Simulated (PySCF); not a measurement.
cyanoethylene (C₃H₃N), singlet, at a GFN2-xTB geometry; M06L/6-311G** run with PySCF.

The PySCF input:
```python
from pyscf import gto, scf, dft

mol = gto.Mole()
mol.atom = '''
C 
C  1 1.327890
C  2 1.411048 1 122.506286
H  1 1.077713 2 121.572113 3 0.000000
H  1 1.076755 4 116.918439 2 -180.000000
H  2 1.082632 1 122.359242 5 -0.000001
N  3 1.146314 6 151.802785 2 180.000000
'''
mol.basis = '6-311g**'
mol.charge = 0
mol.spin = 0
mol.verbose = 4
mol.build()

mf = dft.RKS(mol)
mf.xc = 'm06l'
mf.kernel()
mf.analyze()
```

What the program printed (banner, timings and long lists left out):

```
PySCF version 2.14.0

[INPUT] verbose = 4
[INPUT] num. atoms = 7
[INPUT] num. electrons = 28
[INPUT] charge = 0
[INPUT] spin (= nelec alpha-beta = 2S) = 0
[INPUT] symmetry False subgroup None
[INPUT] Mole.unit = angstrom
[INPUT] Symbol           X                Y                Z      unit          X                Y                Z       unit  Magmom
[INPUT]  1 C      0.000000000000   0.000000000000   0.000000000000 AA    0.000000000000   0.000000000000   0.000000000000 Bohr   0.0
[INPUT]  2 C      1.327890000000   0.000000000000   0.000000000000 AA    2.509348423549   0.000000000000   0.000000000000 Bohr   0.0
[INPUT]  3 C      2.086176096978   0.000000000000   1.189982627366 AA    3.942301470903   0.000000000000   2.248741258713 Bohr   0.0
[INPUT]  4 H     -0.564259587184   0.000000000000   0.918191934532 AA   -1.066296082939   0.000000000000   1.735131286050 Bohr   0.0
[INPUT]  5 H     -0.562754325359   0.000000000000  -0.917991775189 AA   -1.063451550342   0.000000000000  -1.734753039711 Bohr   0.0
[INPUT]  6 H      1.907342835158  -0.000000015961  -0.914508862314 AA    3.604355584101  -0.000000030162  -1.728171288261 Bohr   0.0
[INPUT]  7 N      2.711415396167  -0.000000000179   2.150769599253 AA    5.123832508684  -0.000000000337   4.064365499628 Bohr   0.0

nuclear repulsion = 90.9896568804193
number of shells = 44
number of NR pGTOs = 148
number of NR cGTOs = 90
basis = 6-311g**
ecp = {}

******** <class 'pyscf.dft.rks.RKS'> ********
method = RKS
initial guess = minao
damping factor = 0
level_shift factor = 0
DIIS = <class 'pyscf.scf.diis.CDIIS'>
diis_start_cycle = 1
diis_space = 8
diis_damp = 0
SCF conv_tol = 1e-09
SCF conv_tol_grad = None
SCF max_cycles = 50
direct_scf = True
direct_scf_tol = 1e-13
XC library pyscf.dft.libxc version 7.1.2
    S. Lehtola, C. Steigemann, M. J. T. Oliveira, and M. A. L. Marques,  SoftwareX 7, 1–5 (2018)
XC functionals = m06l
    Y. Zhao and D. G. Truhlar,  J. Chem. Phys. 125, 194101 (2006)
    Y. Zhao and D. G. Truhlar,  J. Chem. Phys. 125, 194101 (2006)
    Y. Zhao and D. G. Truhlar,  Theor. Chem. Acc. 120, 215 (2008)
radial grids:
    Treutler-Ahlrichs [JCP 102, 346 (1995); DOI:10.1063/1.469408] (M4) radial grids

becke partition: Becke, JCP 88, 2547 (1988); DOI:10.1063/1.454033
pruning grids: <function nwchem_prune>
grids dens level: 3
symmetrized grids: False
atomic radii adjust function: <function treutler_atomic_radii_adjust>
small_rho_cutoff = 0
Set gradient conv threshold to 3.16228e-05
Initial guess from minao.
tot grids = 85680
init E= -171.233465042377
  HOMO = -0.330864876258538  LUMO = -0.134119337096301  gap/eV = 5.35372
cycle= 1 E= -170.807709985576  delta_E= 0.426  |g|= 0.404  |ddm|= 2.29
  HOMO = -0.222301163885641  LUMO = -0.0505846337976337  gap/eV = 4.67264
cycle= 2 E= -170.674339113025  delta_E= 0.133  |g|= 0.867  |ddm|= 1.18
  HOMO = -0.253582571650782  LUMO = -0.0671507924199233  gap/eV = 5.07307
cycle= 3 E= -170.83765848257  delta_E= -0.163  |g|= 0.232  |ddm|= 0.781
  HOMO = -0.275433355487486  LUMO = -0.0892294877070938  gap/eV = 5.06687
cycle= 4 E= -170.850330532736  delta_E= -0.0127  |g|= 0.0287  |ddm|= 0.154
  HOMO = -0.275234342640623  LUMO = -0.0879658914797545  gap/eV = 5.09583
cycle= 5 E= -170.85034942868  delta_E= -1.89e-05  |g|= 0.0263  |ddm|= 0.0402
  HOMO = -0.274956669233255  LUMO = -0.0881777987840877  gap/eV = 5.08251
cycle= 6 E= -170.850542167467  delta_E= -0.000193  |g|= 0.00723  |ddm|= 0.023
  HOMO = -0.275026030313249  LUMO = -0.0882588723488524  gap/eV = 5.08219
cycle= 7 E= -170.850555057491  delta_E= -1.29e-05  |g|= 0.00177  |ddm|= 0.00512
  HOMO = -0.275083429649669  LUMO = -0.0882895819921075  gap/eV = 5.08292
cycle= 8 E= -170.85055574922  delta_E= -6.92e-07  |g|= 0.000288  |ddm|= 0.00161
  HOMO = -0.275088721586243  LUMO = -0.0882994263948333  gap/eV = 5.08280
cycle= 9 E= -170.850555771464  delta_E= -2.22e-08  |g|= 5.63e-05  |ddm|= 0.000352
  HOMO = -0.275090151510206  LUMO = -0.0883006192297913  gap/eV = 5.08280
cycle= 10 E= -170.850555772342  delta_E= -8.77e-10  |g|= 1.02e-05  |ddm|= 9.14e-05
  HOMO = -0.275090256523377  LUMO = -0.0883001872414511  gap/eV = 5.08282
Extra cycle  E= -170.850555772248  delta_E= 9.35e-11  |g|= 2.08e-05  |ddm|= 2.9e-05
converged SCF energy = -170.850555772248
**** SCF Summaries ****
Total Energy =                        -170.850555772248072
Nuclear Repulsion Energy =              90.989656880419261
One-electron Energy =                 -409.047014067523605
Two-electron Energy =                  147.206801414856301
Two-electron Coulomb Energy =          171.453193932602346
DFT Exchange-Correlation Energy =      -24.246392517746038
HOMO-LUMO gap [eV] =                     5.082816679933038
**** MO energy ****
MO #1   energy= -14.1727999018854  occ= 2
MO #2   energy= -10.1082798088395  occ= 2
MO #3   energy= -10.0927528311241  occ= 2
MO #4   energy= -10.0878642835639  occ= 2
MO #5   energy= -0.878891208469092 occ= 2
MO #6   energy= -0.790211943634745 occ= 2
MO #7   energy= -0.632332664043233 occ= 2
MO #8   energy= -0.508700039788124 occ= 2
MO #9   energy= -0.453589930209596 occ= 2
MO #10  energy= -0.385767347293908 occ= 2
MO #11  energy= -0.361110032911346 occ= 2
MO #12  energy= -0.328093718790981 occ= 2
MO #13  energy= -0.316637195010545 occ= 2
MO #14  energy= -0.275090256523377 occ= 2
MO #15  energy= -0.0883001872414511 occ= 0
MO #16  energy= -0.00136243570347716 occ= 0
MO #17  energy= 0.0653454604519919 occ= 0
MO #18  energy= 0.0675874406064725 occ= 0
MO #19  energy= 0.0835619388517701 occ= 0
MO #20  energy= 0.0958075963839577 occ= 0
MO #21  energy= 0.19521754673228   occ= 0
MO #22  energy= 0.238453602420985  occ= 0
 ** Mulliken pop on meta-lowdin orthogonal AOs  **
 ** Mulliken pop  **
 ** Mulliken atomic charges  **
charge of    0C =     -0.18202
charge of    1C =     -0.12297
charge of    2C =      0.11977
charge of    3H =      0.13285
charge of    4H =      0.13084
charge of    5H =      0.14061
charge of    6N =     -0.21909
Dipole moment(X, Y, Z, Debye): -2.39837, -0.00000, -3.01449
```
